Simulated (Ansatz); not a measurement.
`B[SiH2]O[SiH2]F` and `F[SiH2]O[SiH2][SiH3]` differ in one atom or group.

Ansatz, PBE0-D4/def2-TZVP geometries, multiplicity 1. Each molecule was computed in one conformer, which needn't be the lowest.

```tsv
property	`B[SiH2]O[SiH2]F`
HOMO–LUMO gap (PBE0/def2-TZVPP) / eV	5.61
HOMO energy (PBE/def2-TZVPP) / eV	-6.95
HOMO energy (PBE0/def2-TZVPP) / eV	-8.23
HOMO–LUMO gap (B3LYP/def2-TZVPP) / eV	5.22
size of the dipole moment (ωB97M-V/def2-TZVPP) / D	1.10
HOMO energy (B3LYP/def2-TZVPP) / eV	-8.05
```

(1) What does the change do to each property? (Estimate.)

Answers

(1) Computed: 
```json
{"property": "HOMO–LUMO gap (PBE0/def2-TZVPP) / eV", "`F[SiH2]O[SiH2][SiH3]`": "7.55", "shift": "1.94"}
{"property": "HOMO energy (PBE/def2-TZVPP) / eV", "`F[SiH2]O[SiH2][SiH3]`": "-6.94", "shift": "0.01"}
{"property": "HOMO energy (PBE0/def2-TZVPP) / eV", "`F[SiH2]O[SiH2][SiH3]`": "-8.13", "shift": "0.10"}
{"property": "HOMO–LUMO gap (B3LYP/def2-TZVPP) / eV", "`F[SiH2]O[SiH2][SiH3]`": "7.20", "shift": "1.98"}
{"property": "size of the dipole moment (ωB97M-V/def2-TZVPP) / D", "`F[SiH2]O[SiH2][SiH3]`": "1.20", "shift": "0.10"}
{"property": "HOMO energy (B3LYP/def2-TZVPP) / eV", "`F[SiH2]O[SiH2][SiH3]`": "-7.94", "shift": "0.11"}
```

With PBE0 the HOMO rises by 0.10 eV and the LUMO rises by 2.04 eV, so the gap widens by about 1.94 eV. PBE moves the HOMO by 0.01 eV and ωB97M-V by 0.23 eV. Dipoles are sizes alone; their direction can turn.

B3LYP here is the variant with VWN-RPA as its local correlation; programs differ in this.
